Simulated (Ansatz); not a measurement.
Basis-set series for CH₄SSeSi (`[SiH3]C(S)=[Se]`). Charge 0, multiplicity 1. The structure was optimised at the PBE0-D4/def2-TZVP level. It is one conformer, not always the lowest.

```xyz
8

Si   -0.165   -0.549   -0.814
C     0.157    0.013    0.954
S     0.314    1.669    1.356
Se    0.298   -1.258    2.188
H    -1.423   -1.329   -0.844
H    -0.294    0.640   -1.705
H     0.980   -1.377   -1.261
H     0.133    2.191    0.126
```

```
functional       basis  functions  energy (Eh)  HOMO (eV)  LUMO (eV)
   PBE0-D4    def2-SVP        102  -3128.59168      -6.18      -2.64
   PBE0-D4  def2-QZVPP        406  -3129.24533      -6.34      -2.83
   ωB97M-V    def2-SVP        102  -3128.97585      -8.27      -0.59
   ωB97M-V  def2-QZVPP        406  -3129.62707      -8.46      -0.86
```

(1) Give the rows for def2-TZVPP. (Estimate.)

## Answers

(1) Ansatz gave: 
```
functional       basis  functions  energy (Eh)  HOMO (eV)  LUMO (eV)
   PBE0-D4  def2-TZVPP        219  -3129.17068      -6.32      -2.80
   ωB97M-V  def2-TZVPP        219  -3129.55553      -8.44      -0.82
```

Scalar relativity is left out up to krypton.
